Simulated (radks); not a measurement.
Problem. These are the eigenvalues of the occupied orbitals of an atom or ion with whole-number occupations (hartree). All-electron calculation, Dirac Kohn-Sham, PBE, spin-unpolarised, spherical densities, finite nucleus; Fermi nuclear charge, rms radius of each element as measured or else 0.836 A^(1/3) + 0.57 fm. Program: a radial shooting solver on a logarithmic mesh with Libxc functionals.

| orbital | eigenvalue |
|---|---|
| 1s1/2 | -1478.231 |
| 2s1/2 | -236.3600 |
| 2p1/2 | -223.1568 |
| 2p3/2 | -206.7428 |
| 3s1/2 | -50.64355 |
| 3p1/2 | -45.05003 |
| 3p3/2 | -41.82348 |
| 3d3/2 | -32.04312 |
| 3d5/2 | -31.34996 |
| 4s1/2 | -10.02178 |
| 4p1/2 | -7.94753 |
| 4p3/2 | -7.25998 |
| 4d3/2 | -3.85924 |
| 4d5/2 | -3.73974 |
| 5s1/2 | -1.36578 |
| 5p1/2 | -0.82573 |
| 5p3/2 | -0.73524 |
| 5d3/2 | -0.10392 |
| 4f5/2 | -0.01091 |

Which element is it, and in what charge state? The configuration may be excited. Open shells, if any, fill j = l - 1/2 first.

Solution. Z = 58, cerium, charge 0: Ce in [Xe] 4f3 5d1. The list shows which subshells hold electrons but not how many an open one holds; the 1s level, -1478.2 hartree, gives Z - s = 54.4 by -(Z - s)^2/2, which with screening and relativity narrows Z to a few neighbours, and the depths of the outer levels then fix element, charge and occupations together.
